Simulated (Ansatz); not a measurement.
`O[SiH2]N[SiH](F)F` + H–F → `F[SiH2]N[SiH](F)F` + H₂O  (ligand exchange at the Si–O bond)

Computed with Ansatz on PBE0-D4/def2-TZVP structures; ΔE is electronic, products minus reactants. CCSD(T)/CBS is the MP2 limit (def2-TZVPP, def2-QZVPP) plus CCSD(T) − MP2 in def2-TZVPP, frozen cores. This one scheme is used for every species. Functionals use def2-TZVPP. B3LYP here is the variant with VWN-RPA as its local correlation; programs differ in this. One conformer a species, not always the lowest.

`O[SiH2]N[SiH](F)F`:

```xyz
11

O     1.074    1.367   -1.822
Si   -0.157    1.166   -0.757
N    -0.386   -0.481   -0.280
Si   -0.170   -1.187    1.244
F     0.790   -2.449    1.145
F    -1.530   -1.769    1.819
H     1.957    1.111   -1.549
H    -1.340    1.661   -1.489
H     0.077    1.903    0.510
H    -0.700   -1.104   -1.015
H     0.386   -0.217    2.195
```

H–F:

Z-matrix (Å, degrees):
```
F
H 1 0.920
```

`F[SiH2]N[SiH](F)F`:

Cartesian coordinates in Å:
```
F 0.087 -2.498 0.763
Si -0.770 -1.357 0.047
N 0.227 -0.100 -0.561
Si 0.615 1.385 0.168
F 2.185 1.559 0.293
F 0.146 2.599 -0.739
H -1.670 -0.776 1.065
H -1.477 -2.009 -1.075
H 0.672 -0.287 -1.452
H -0.014 1.485 1.491
```

H₂O:

```xyz
3

O     0.179   -0.342    0.052
H     0.583    0.504   -0.156
H    -0.762   -0.162    0.104
```

```csv
level,ΔE (kcal/mol),difference from CCSD(T)/CBS
B3LYP-D4,-10.5,-0.2
r2SCANh-D4,-10.5,-0.2
r2SCAN0-D4,-10.3,0.0
CAM-B3LYP-D4,-10.8,-0.5
r2SCANh,-10.6,-0.3
CCSD(T)/def2-SVP,-10.4,-0.1
CCSD/def2-TZVPP,-10.3,0.0
CCSD(T)/def2-TZVPP,-10.0,0.3
HF/CBS(def2),-12.3,-2.0
CCSD/CBS(def2),-10.6,-0.3
CCSD(T)/CBS,-10.3,0
```

Largest T1 diagnostic among the species: 0.012.

In def2-TZVPP, CCSD(T) changes the Hartree–Fock value by +1.9 kcal/mol (the triples alone add +0.3 kcal/mol) and MP2 by +2.2 kcal/mol. The D4 term adds +0.7 kcal/mol with B3LYP and +0.4 kcal/mol with PBE0; it sums over pairs of atoms, weighted by their polarisabilities, and B3LYP, whose exchange is more repulsive, gets the larger term.

CCSD(T)/CBS has its own doubt, a few kJ/mol and more with outer-core shells, so smaller differences from it don't rank the levels.
